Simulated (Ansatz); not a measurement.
Isolated molecules relaxed with PBE0-D4/def2-TZVP in Ansatz; ΔE leaves out vibrations. CCSD(T)/CBS is the MP2 limit (def2-TZVPP, def2-QZVPP) plus CCSD(T) − MP2 in def2-TZVPP, frozen cores. This one scheme is used for every species. DFT in def2-TZVPP. B3LYP here is the variant with VWN-RPA as its local correlation; programs differ in this. Open shells (•) are unrestricted, without spin–orbit coupling. One conformer a species, not always the lowest.

`CNBO` → `[BH]O`• + `C[NH]`•  (homolysis of the B–N bond)

(1) What is ΔE at CCSD(T)/CBS? (Best estimate.)

(2) What do these levels give: B3LYP-D4, ωB97M-V, RPA@PBE/def2-TZVPP, MP2/def2-TZVPP, SCS-MP2/def2-TZVPP, SCS-MP2/def2-QZVPP? (Estimate.)

(3) What do rigid-rotor, harmonic-oscillator terms from PBE0-D4/def2-TZVP frequencies (298.15 K, 1 bar) make of the CCSD(T)/CBS value? (Best estimate.)

Largest T1 diagnostic among the species: 0.016.

## Answers

(1) The calculation gave: +133.9 kcal/mol.

(2) Computed: B3LYP-D4 128.4, ωB97M-V 134.2, RPA@PBE/def2-TZVPP 125.8, MP2/def2-TZVPP 137.3, SCS-MP2/def2-TZVPP 134.9, SCS-MP2/def2-QZVPP 136.7 kcal/mol.

(3) Ansatz gave: ΔZPE = -6.5 kcal/mol, ΔH = +128.7 kcal/mol, ΔS = 181 J/(mol·K), ΔG = +115.8 kcal/mol. Open shells count their whole term as degenerate.

At CCSD(T), def2-SVP lies −2.3 kcal/mol from the extrapolated value and def2-TZVPP −2.8 kcal/mol. Leaving LDA and LC-ωPBE aside and taking each functional with its dispersion term where it has one, the values, not all of them listed here, spread over 8.7 kcal/mol, from r2SCAN-D4 to ωB97M-V. LDA lies +20.2 kcal/mol from PBE without D4, its usual overbinding.
